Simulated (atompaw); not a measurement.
# What one change does to a pseudopotential (Se, PAW (atompaw))

* Element: selenium (Se)
* Generator: atompaw 4.2.0.5
* Type: PAW
* Functional: PBE
* Relativity: scalar-relativistic
* Frozen core: [Ne]
* Valence charge: 24
* Reference configuration: 3s2 3p6 3d10 4s1.5 4p4.5
* Partial waves: 3s (bound): rc 0.70 bohr; 4s (bound): rc 1.00 bohr; 3p (bound): rc 0.65 bohr; 4p (bound): rc 1.30 bohr; 3d (bound): rc 1.30 bohr; 3d channel at -3.25 Ry: rc 1.30 bohr
* Local potential: troulliermartins scheme with l = 3 at -0.5 Ry, radius 0.90 bohr
* Core correction: smooth core density matched at 1.00 bohr
* Augmentation charge: besselshape compensation charge, radius 1.20 bohr; PAW radius 1.30 bohr; waves and projectors: custom rrkj gramschmidtortho

Change: augmentation besselshape compensation charge, radius 1.20 bohr; PAW radius 1.30 bohr; waves and projectors: custom polynom vanderbiltortho.

Cutoffs: the cutoffs (Ry, on a coarse ladder) from which the occupation-weighted sum of valence levels, in a spherical-Bessel basis at the reference potential, stays within 10 and 1 mRy of its value at 400 Ry; they do not see the model core or the augmentation charge, which bear on the density cutoff.

What does the change do?

The range in which the d phases agree widens (upper end 1.6 → at the end of the scan); neither file shows a bound ghost.

```tsv
quantity	base	changed
cutoff, loose	200 Ry	160 Ry
cutoff, tight	over 300 Ry	300 Ry
loose cutoff by channel (10 mRy a level)	s 90 Ry, p 160 Ry, d 55 Ry	s 90 Ry, p 140 Ry, d 50 Ry
bound ghosts	none	none
s: phases at 1.31 bohr within 0.05 rad from the reference energy up to (Ry; the scan ends near 5)	to the end of the scan	to the end of the scan
p: phases at 1.31 bohr within 0.05 rad from the reference energy up to (Ry; the scan ends near 5)	to the end of the scan	to the end of the scan
d: phases at 1.31 bohr within 0.05 rad from the reference energy up to (Ry; the scan ends near 5)	1.6	to the end of the scan
lowest overlap eigenvalue by channel	s 0.12, p 0.47, d 0.81	s 0.74, p 0.51, d 0.94
```

 The cutoffs see the waves, projectors and local potential, not the compensation charge or the core.
